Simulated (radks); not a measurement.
Values are calculated unless marked as measured or tabulated.
All-electron atom: Cu II in [Ar] 3d10. Code: a radial shooting solver on a logarithmic mesh with Libxc functionals. Model: non-relativistic Kohn-Sham, PBE, spin-unpolarised, spherical densities, point nucleus.

Unscreened Slater integrals over Kohn-Sham orbitals (hartree).

\begin{tabular}{lr}
integral & value \\ \hline
F0(3d,3d) & 0.94381 \\
F2(3d,3d) & 0.41898 \\
F4(3d,3d) & 0.25753 \\
F0(3d,3p) & 1.0541 \\
F2(3d,3p) & 0.48392 \\
G1(3d,3p) & 0.59790 \\
G3(3d,3p) & 0.35933 \\
F0(3d,3s) & 1.0726 \\
G2(3d,3s) & 0.44845 \\
F0(3d,2p) & 1.3683 \\
F2(3d,2p) & 0.25482 \\
G1(3d,2p) & 0.18966 \\
G3(3d,2p) & 0.10781 \\
F0(3p,3p) & 1.1987 \\
F2(3p,3p) & 0.59695 \\
F0(3p,3s) & 1.2216 \\
G1(3p,3s) & 0.80709 \\
F0(3p,2p) & 1.6346 \\
F2(3p,2p) & 0.32365 \\
G0(3p,2p) & 0.12388 \\
G2(3p,2p) & 0.13065 \\
F0(3s,3s) & 1.2466 \\
F0(3s,2p) & 1.6639 \\
G1(3s,2p) & 0.13456 \\
F0(2p,2p) & 4.3936 \\
F2(2p,2p) & 2.0769 \\
\end{tabular}
